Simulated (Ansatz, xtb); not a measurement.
# C5H6BNO: 6 structures ranked

6 gas-phase structures of C5H6BNO, from a drawn sample of its isomers (lower ones may exist). Each was relaxed with GFN2-xTB; where two conformers were screened, the lower at r2SCAN-D4/def2-SVP is listed:

A. `Bc1ocnc1C=C`, a singlet
B. `Bc1coc(C=C)n1`, a singlet
C. `Bc1nc(C=C)co1`, a singlet
D. `Bc1ncoc1C=C`, a singlet
E. `Bc1cnc(C=C)o1`, a singlet
F. `Bc1ncc(C=C)o1`, a singlet

Make a reasoned guess at their ranking by r2SCAN-D4/def2-SVP single-point energy.

Calculated order at r2SCAN-D4/def2-SVP: E (0.0), A (0.9), F (4.4), D (5.0), B (5.6), C (6.7) kcal/mol. Less than 1 kcal/mol parts E and A; F and D; D and B, so the order within those pairs means little.

Energies above the lowest of each column, in kcal/mol; the last columns are at B3LYP-D3(BJ)/def2-SVP geometries:

| structure | GFN2-xTB | HF/STO-3G | r2SCAN-D4/def2-SVP | B3LYP-D3(BJ)/def2-SVP | CCSD(T)/def2-SVP + ΔMP2/def2-TZVPP |
| --- | --- | --- | --- | --- | --- |
| E | 0.0 | 0.0 | 0.0 | 0.0 | 0.0 |
| A | 0.9 | 1.4 | 0.9 | 0.7 | 0.6 |
| F | 2.8 | 2.6 | 4.4 | 4.4 | 4.8 |
| D | 3.9 | 3.0 | 5.0 | 4.2 | 3.4 |
| B | 4.5 | 3.1 | 5.6 | 5.1 | 3.9 |
| C | 4.6 | 4.3 | 6.7 | 6.5 | 6.4 |

Every level run on E puts it lowest or level with the lowest. CCSD(T)/def2-SVP + ΔMP2/def2-TZVPP orders those it was run on as E (0.0), A (0.6), D (3.4), B (3.9), F (4.8), C (6.4) kcal/mol. Less than 1 kcal/mol parts E and A; D and B; B and F, so the order within those pairs means little. Flexible structures stand in one conformer each, not always the lowest. ΔMP2 is the change of the MP2 energy from the smaller to the larger basis.

Over these structures GFN2-xTB departs from r2SCAN-D4/def2-SVP by 0.6 kcal/mol on average once a common shift is removed. A GFN2-xTB relaxation took about 0.087 s and the r2SCAN-D4/def2-SVP energy about 2.4 s on a shared host (Ansatz 0.2.0, xtb 6.7.1).
